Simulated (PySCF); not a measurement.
## Ge³⁺ (germanium, charge +3) across methods

[Ar] 3d10 4s1, 2S determinant. Calculation: PySCF 2.14, in aug-cc-pVQZ-PP with one added diffuse shell each of s, p, d, f, g type with ECP10MDF (8s7p6d4f3g, 114 functions); a scalar-relativistic core potential.

```csv
method,E (hartree),mean ε 3d α (eV),mean ε 3d β (eV),mean ε 4s α (eV),Σ⟨r²⟩ (bohr²),⟨S²⟩
PBE,-292.4035,-63.780,-63.495,-41.030,14.24,0.750
PW91,-292.5077,-63.918,-63.632,-41.181,14.23,0.750
PBE0,-292.3763,-67.523,-67.263,-42.111,14.22,0.750
r2SCAN,-292.2845,-64.138,-63.843,-41.501,14.20,0.751
r2SCANh,-292.2840,-65.596,-65.318,-41.904,14.20,0.751
revPBE,-292.4731,-63.694,-63.413,-40.884,14.24,0.750
LDA,-291.9077,-63.958,-63.686,-41.478,14.25,0.750
UHF,-291.33827,-77.523,-77.326,-44.740,14.25,0.750
```

Energies and moments cover only the electrons outside the core potential.
